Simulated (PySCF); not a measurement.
Species: C₄H₃F₃O₃S.
Numbering: `[O:1]=[S:2](=[O:3])([CH:4]=[C:5]=[CH:6][OH:7])[C:8]([F:9])([F:10])[F:11]` (hydrogens: H12 on C4; H13 on C6; H14 on O7)

Method: PBE0-D3(BJ)/def2-SVP geometry optimisation, gas phase (PySCF); density fitting, grid level 2; the optimiser is geomeTRIC in internal coordinates, started from a GFN2-xTB structure.

Geometry at step 2:
```
atom  x, y, z in Å
O1      0.0841    1.5331   -1.1257
S2     -0.7890    0.3702   -1.1254
O3     -1.5127   -0.0842   -2.3026
C4      0.0563   -1.0308   -0.4040
C5      1.0881   -0.8249    0.3706
C6      2.1034   -0.4454    1.1206
O7      3.3663   -0.2178    0.7442
C8     -2.1144    0.7451    0.1370
F9     -2.8138    1.7688   -0.3136
F10    -2.9032   -0.3043    0.2891
F11    -1.5866    1.0535    1.3061
H12    -0.3675   -1.9985   -0.6955
H13     1.9531   -0.3056    2.1969
H14     3.4343   -0.2612   -0.2187
```

Question: Give the atomic forces at this geometry.

Answer: 
```json
{"atom": "O1", "Fx (eV/Å)": "-0.035", "Fy (eV/Å)": "-0.087", "Fz (eV/Å)": "0.010"}
{"atom": "S2", "Fx (eV/Å)": "-0.026", "Fy (eV/Å)": "0.113", "Fz (eV/Å)": "-0.002"}
{"atom": "O3", "Fx (eV/Å)": "0.096", "Fy (eV/Å)": "-0.011", "Fz (eV/Å)": "0.030"}
{"atom": "C4", "Fx (eV/Å)": "-0.058", "Fy (eV/Å)": "-0.091", "Fz (eV/Å)": "0.050"}
{"atom": "C5", "Fx (eV/Å)": "0.060", "Fy (eV/Å)": "0.117", "Fz (eV/Å)": "-0.095"}
{"atom": "C6", "Fx (eV/Å)": "-0.008", "Fy (eV/Å)": "-0.001", "Fz (eV/Å)": "0.083"}
{"atom": "O7", "Fx (eV/Å)": "-0.050", "Fy (eV/Å)": "-0.016", "Fz (eV/Å)": "-0.051"}
{"atom": "C8", "Fx (eV/Å)": "-0.086", "Fy (eV/Å)": "0.102", "Fz (eV/Å)": "-0.067"}
{"atom": "F9", "Fx (eV/Å)": "-0.021", "Fy (eV/Å)": "-0.053", "Fz (eV/Å)": "0.023"}
{"atom": "F10", "Fx (eV/Å)": "-0.018", "Fy (eV/Å)": "-0.074", "Fz (eV/Å)": "-0.052"}
{"atom": "F11", "Fx (eV/Å)": "0.157", "Fy (eV/Å)": "0.022", "Fz (eV/Å)": "0.074"}
{"atom": "H12", "Fx (eV/Å)": "-0.007", "Fy (eV/Å)": "-0.002", "Fz (eV/Å)": "-0.007"}
{"atom": "H13", "Fx (eV/Å)": "-0.014", "Fy (eV/Å)": "-0.011", "Fz (eV/Å)": "0.012"}
{"atom": "H14", "Fx (eV/Å)": "0.009", "Fy (eV/Å)": "-0.009", "Fz (eV/Å)": "-0.007"}
```

The largest, 0.17 eV/Å, acts on F11; the rms over all components is 0.060 eV/Å. The forces sum to zero within rounding, as they must for an isolated molecule in no field.

Question: Give the force on F11 in Eh/bohr and in nN.

Answer: 0.175 eV/Å ÷ 51.422 = 0.00340 Eh/bohr, and 0.175 eV/Å × 1.602 = 0.28 nN.

Question: How far is this geometry from the end of the optimisation?

Answer: 0.010 eV above it, and 0.101 Å rms away after alignment. The bonds farthest from their final lengths, with half the difference of the two atoms' forces along the bond (positive lengthens):

```
  bond  now (Å)  final (Å)  force along bond (eV/Å)
C8–F10    1.322      1.325                    +0.05
 C8–F9    1.319      1.316                    -0.09
 O1=S2    1.454      1.452                    -0.08
C8–F11    1.319      1.321                    +0.10
```

The angle farthest from its final value is C4–C5–C6, 172.3° against 174.8°.

The cost below is that of the whole optimisation. On an Arm Neoverse N1 with one thread, on a shared host, this took 6.6 min of wall time and 0.81 GiB of memory at its peak.
